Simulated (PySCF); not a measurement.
A search over the determinants of BeS

Unrestricted PBE0; Be def2-TZVP, S def2-TZVP; no relativity (PySCF 2.14). Outer shells of the fragments: Be 2s2; S 3s2 3p4.

Followed along the bond (rough minima from three points):

```tsv
2Ms+1	unpaired	⟨S²⟩ at the start	R at minimum (Å)	Te (eV)
1	none	0.00	1.74	0.00
3	σ ↑, π ↑	2.00	1.93	0.61
1	σ ↑, π ↓	1.01	1.93	0.65
```

Solutions found at the starting distance of 1.945 Å, counted from the lowest of them; the search is not exhaustive and high or unbound solutions are not listed, so other states can lie among these:

| 2Ms+1 | unpaired | term | E (eV) | ⟨S²⟩ | ⟨Lz²⟩ | μ (D) |
| --- | --- | --- | --- | --- | --- | --- |
| 1 | none | ¹Σ⁺ | 0.00 | 0.00 | 0.00 | -5.66 |
| 3 | σ ↑, π ↑ | ³Π | 0.22 | 2.00 | 1.01 | -0.66 |
| 1 | σ ↑, π ↓ | mixed | 0.26 | 1.01 | 1.01 | -0.64 |
| 3 | σ ↑↑ | ³Σ⁺ | 1.97 | 2.01 | 0.00 | -0.55 |
| 3 | π ↑↑ | mixed | 3.06 | 2.02 | 2.01 | -2.71 |
| 3 | π ↑↑ | mixed | 3.35 | 2.02 | 2.01 | -2.78 |

A term symbol is given only where ⟨S²⟩ and ⟨Lz²⟩ are close to those of a pure state; real π, δ and φ orbitals otherwise mix terms. A positive dipole means Be(−)S(+).

Problem. Compare the gap between the two lowest followed solutions at the starting distance with the gap between their minima.

Solution. At PBE0 the second solution (triplet, unpaired electrons σ ↑, π ↑) lies +0.22 eV from the first (singlet, closed shell) at 1.945 Å and +0.61 eV at the minima; the two curves relax by different amounts, since their minima lie near 1.93 and 1.74 Å.

Counting both spins, an empty level lies below a filled one in some of these solutions, because spin and occupation are held.
